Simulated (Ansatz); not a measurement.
Calculated with Ansatz (gas phase, PBE0-D4/def2-TZVP geometries, no zero-point term in ΔE). CCSD(T)/CBS is the MP2 limit (def2-TZVPP, def2-QZVPP) plus CCSD(T) − MP2 in def2-TZVPP, frozen cores. This one scheme is used for every species. Functionals use def2-TZVPP. Each species was taken in one conformer, which may not be the lowest.

Consider the ligand exchange at a B–S bond: `BSBC` + H–F → `CBF` + `BS`.

CCSD(T)/CBS gives -76.5 kJ/mol.

Another level gave -82.5 kJ/mol. Which?
A. B97M-V/def2-TZVPP
B. RPA@PBE/def2-TZVPP
C. CCSD(T)/def2-TZVPP
D. BLYP/def2-TZVPP

C. CCSD(T)/def2-TZVPP -82.5, BLYP -100.3, RPA@PBE/def2-TZVPP -86.6, B97M-V -90.8 kJ/mol.

Largest T1 diagnostic among the species: 0.015.

In def2-TZVPP, CCSD(T) changes the Hartree–Fock value by +20.6 kJ/mol (the triples alone add +3.4 kJ/mol) and MP2 by +28.5 kJ/mol. Leaving LDA and LC-ωPBE aside and taking each functional with its dispersion term where it has one, the values, not all of them listed here, spread over 21.3 kJ/mol, from CAM-B3LYP-D4 to revPBE-D4. At CCSD(T), def2-SVP lies −28.2 kJ/mol from the extrapolated value and def2-TZVPP −6.0 kJ/mol.
